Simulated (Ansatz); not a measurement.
`C=[CH][InH][CH3]` + CH₃NH₂ → `C[NH][InH][CH3]` + ethylene at 700 K and 1 bar (ligand exchange at the In–C bond).

Calculated with Ansatz (gas phase, PBE0-D4/def2-TZVP geometries, no zero-point term in ΔE). CCSD(T)/CBS is the MP2 limit (def2-TZVPP, def2-QZVPP) plus CCSD(T) − MP2 in def2-TZVPP, frozen cores. This one scheme is used for every species. Elements past krypton have def2 core potentials. For In outer-core shells are correlated without core-valence functions, which leaves a few kJ/mol of doubt a bond. Each species was taken in one conformer, which may not be the lowest.

```tsv
species	CCSD(T)/CBS energy (Eh)	H − E (kJ/mol)	S (J/(mol·K))
`C=[CH][InH][CH3]`	-308.13365	295.4	488.8
CH₃NH₂	-95.75281	207.6	296.6
`C[NH][InH][CH3]`	-325.42029	332.4	499.0
`C=C`	-78.48111	168.9	268.4
```

H − E and S are ideal-gas, rigid-rotor, harmonic terms from PBE0-D4/def2-TZVP, for one conformer and one mirror image of each species. 1 Eh = 2625.50 kJ/mol, R = 8.31446 J/(mol·K).

Task: By hand: ΔE, ΔH, ΔS and ΔG.

Result: ΔE = (-325.42029) + (-78.48111) − (-308.13365) − (-95.75281) = -0.01494 Eh = -39.2 kJ/mol. Δ(H − E) = 332.4 + 168.9 − 295.4 − 207.6 = -1.7, so ΔH = -40.9 kJ/mol. ΔS = 499.0 + 268.4 − 488.8 − 296.6 = -18.0 J/(mol·K). ΔG = -40.9 − 700 × (-18.0)/1000 = -28.3 kJ/mol.

Task: By hand: the equilibrium constant, and the temperature at which ΔG would vanish if ΔH and ΔS stayed fixed.

Result: log₁₀ K = −ΔG/(RT ln 10) = 2.1. ΔG = 0 at ΔH/ΔS = 2272 K, though so small a ΔS makes that figure unsure.

ΔH outweighs TΔS. A doubt of 5 kJ/mol in ΔE shifts log₁₀ K by 0.4 here. Other conformers and mirror images would add mixing entropy, several J/(mol·K) or more a flexible species. Modes under 60 cm⁻¹, often nearly free rotors, make the harmonic entropy too high. These are equilibria of isolated gas molecules and say nothing of rates. Largest T1 diagnostic: 0.015 (customary marks: 0.02 for closed shells, 0.045 for open ones).
